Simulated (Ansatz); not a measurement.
Ge3H was relaxed with PBE0-D4 (def2-SVP) in Ansatz in these states: neutral doublet, neutral quartet. The geometries follow in no particular order.

A:

```xyz
4

Ge    1.3793   -0.9854    0.7750
Ge   -1.0226   -0.7110    0.3745
Ge    0.6895    0.9490   -0.5618
H    -1.0461    0.7474   -0.5877
```

B:

```xyz
4

Ge   -1.5145    0.8158   -0.6832
Ge   -0.6389   -0.9533    0.8709
Ge    1.1003    0.7523   -0.7052
H     1.0531   -0.6149    0.5175
```

**Question.** Judge from the bond lengths which geometry belongs to which state (an estimate).

**Answer.** A is the neutral doublet (Ge2–Ge3 2.562 Å, Ge1–Ge3 2.450 Å, Ge3–H4 1.747 Å); B is the neutral quartet (Ge2–Ge3 2.901 Å, Ge1–Ge3 2.616 Å, Ge3–H4 1.835 Å).

At PBE0-D4/def2-TZVP a doublet lies 1.77 eV below the neutral quartet. These are the stationary points nearest to one start from a short search; other shapes may lie lower in each state.
